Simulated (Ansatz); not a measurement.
F₄Se (`F[Se](F)(F)F`), relaxed with RKS PBE-D4/def2-SVP in Ansatz 0.2.0 from a rough embedded geometry. The force threshold is 0.03 eV/Å; the program also tests the step.

The species carries charge 0 and has multiplicity 1.

Start:

```xyz
5

F     1.186    0.835    0.772
Se    0.332   -0.185   -0.411
F    -1.352   -0.743   -0.566
F     0.275   -1.282    0.990
F    -0.440    1.374   -0.785
```

Problem. How much energy does the relaxation release, and in how many steps? (Best estimate.)

Solution. The calculation gave: 1.33 kcal/mol, in 2 steps.

Problem. Which bonds change most? (An estimate is asked.)

Solution. Ansatz gave: Se2–F5 from 1.780 to 1.783 Å; Se2–F4 from 1.780 to 1.783 Å; F1–Se2 from 1.780 to 1.783 Å; Se2–F3 from 1.780 to 1.783 Å.

Problem. Give the relaxed structure. (Estimate.)

Solution. Ansatz gave: 
```xyz
5

F     1.219    0.846    0.774
Se    0.298   -0.166   -0.368
F    -1.368   -0.763   -0.590
F     0.290   -1.313    0.997
F    -0.439    1.395   -0.813
```
